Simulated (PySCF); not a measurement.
B(CCH)(Me)(OH) (C3H5BO), SMILES B(C)(C#C)O. Geometry: PBE-D3(BJ)/def2-SVP. The structure was generated by enumeration, and PubChem lists no compound with its InChIKey, so it may never have been made. Other conformers were not sampled.

These are PBE-D3(BJ)/def2-SVP (PySCF) values and carry that method's errors.

Harmonic wavenumbers (cm⁻¹): 88, 149, 211, 333, 461, 494, 662, 663, 671, 720, 822, 850, 965, 1187, 1275, 1334, 1380, 1400, 2103, 2970, 3046, 3085, 3392, 3714. Rotational constants (GHz): 8.641, 3.535, 2.549; symmetry number 1.

Q: Work out the zero-point energy and the ideal-gas rigid-rotor harmonic-oscillator thermochemistry at 298.15 K and 1 atm.

A: ZPE = ½ Σ hcν = ½ × 31976 cm⁻¹ = 45.71 kcal/mol. H − E(el) = 50.30 kcal/mol. Entropy in cal/(mol K): translation 38.56, rotation 25.83, vibration 13.04, total 77.43. G − E(el) = 27.21 kcal/mol. Cp = 23.66 cal/(mol K). Modes under 150 cm⁻¹ make the vibrational entropy uncertain.
